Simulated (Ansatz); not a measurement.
Reaction (redistribution): `CO[SiH](F)O[SiH2]F` + `CNC[SeH]` → `CN[SiH](F)OC` + `F[SiH2]OC[SeH]`

Calculated with Ansatz (gas phase, PBE0-D4/def2-TZVP geometries, no zero-point term in ΔE). CCSD(T)/CBS adds triple-zeta CCSD(T) − MP2 to the extrapolated MP2 energy (def2 sets, frozen cores). Functionals use def2-TZVPP. B3LYP here is the variant with VWN-RPA as its local correlation; programs differ in this. For Se outer-core shells are correlated without core-valence functions, which leaves a few kJ/mol of doubt a bond. Scalar relativity is left out up to krypton. One conformer a species, not always the lowest.

`CO[SiH](F)O[SiH2]F`:

Z-matrix (Å, degrees):
```
C
O 1 1.413
H 1 1.094 2 111.1
H 1 1.090 2 107.9 3 119.2
H 1 1.095 2 111.4 3 -121.8
Si 2 1.615 1 126.3 3 66.8
O 6 1.623 2 112.2 1 -58.9
F 6 1.583 2 105.8 1 -177.3
H 6 1.471 2 113.1 1 63.6
Si 7 1.621 6 149.9 2 -36.3
F 10 1.596 7 108.6 6 60.6
H 10 1.476 7 108.6 6 177.4
H 10 1.477 7 110.9 6 -57.2
```

`CNC[SeH]`:

Z-matrix (Å, degrees):
```
C
N 1 1.447
H 1 1.091 2 109.4
H 1 1.102 2 114.0 3 -121.5
H 1 1.093 2 109.5 3 117.8
C 2 1.434 1 113.1 3 177.8
H 2 1.012 1 111.2 3 53.6
Se 6 1.963 2 108.3 1 174.5
H 6 1.099 2 115.3 1 -65.3
H 6 1.091 2 109.0 1 56.7
H 8 1.468 6 95.2 2 140.6
```

`CN[SiH](F)OC`:

Cartesian coordinates in Å:
```
C -1.682 0.316 -0.878
N -0.476 1.045 -0.554
Si 1.098 0.420 -0.632
F 2.016 1.585 -0.036
O 1.229 -0.964 0.209
C 0.788 -1.159 1.536
H -1.467 -0.754 -0.913
H -2.457 0.463 -0.118
H -2.102 0.597 -1.851
H -0.596 2.041 -0.465
H 1.627 0.078 -1.965
H 1.584 -0.909 2.242
H 0.528 -2.212 1.661
H -0.090 -0.547 1.765
```

`F[SiH2]OC[SeH]`:

Z-matrix (Å, degrees):
```
Si
O 1 1.635
F 1 1.596 2 109.6
H 1 1.476 2 104.9 3 -116.8
H 1 1.476 2 113.1 3 119.8
C 2 1.392 1 128.1 3 -48.5
Se 6 1.963 2 115.7 1 -45.7
H 6 1.088 2 108.4 1 -167.2
H 6 1.093 2 111.3 1 72.5
H 7 1.469 6 94.6 2 -70.1
```

Q: Is it downhill or uphill in electronic energy at CCSD(T)/CBS, and by how much? (Best estimate.)

A: Computed: Uphill: ΔE = +0.89 eV.

Q: What do these levels give: r2SCAN-D4, PBE0-D4, B3LYP-D4, HF/def2-TZVPP, MP2/def2-TZVPP, SCS-MP2/def2-TZVPP, CCSD/def2-TZVPP, CCSD(T)/def2-TZVPP, HF/def2-QZVPP, MP2/def2-QZVPP, HF/CBS(def2), CCSD/CBS(def2)? (Best estimate.)

A: Computed: r2SCAN-D4 0.83, PBE0-D4 0.81, B3LYP-D4 0.82, HF/def2-TZVPP 1.02, MP2/def2-TZVPP 0.92, SCS-MP2/def2-TZVPP 0.92, CCSD/def2-TZVPP 0.92, CCSD(T)/def2-TZVPP 0.89, HF/def2-QZVPP 1.04, MP2/def2-QZVPP 0.92, HF/CBS(def2) 1.04, CCSD/CBS(def2) 0.91 eV.

Largest T1 diagnostic among the species: 0.012.

The D4 term adds −0.04 eV with B3LYP and −0.02 eV with PBE0; it sums over pairs of atoms, weighted by their polarisabilities, and B3LYP, whose exchange is more repulsive, gets the larger term. In def2-TZVPP, CCSD(T) changes the Hartree–Fock value by −0.13 eV (the triples alone add −0.02 eV) and MP2 by −0.10 eV. From PBE to PBE0 (25 % exact exchange), in def2-TZVPP and without D4, ΔE moves by +0.06 eV.
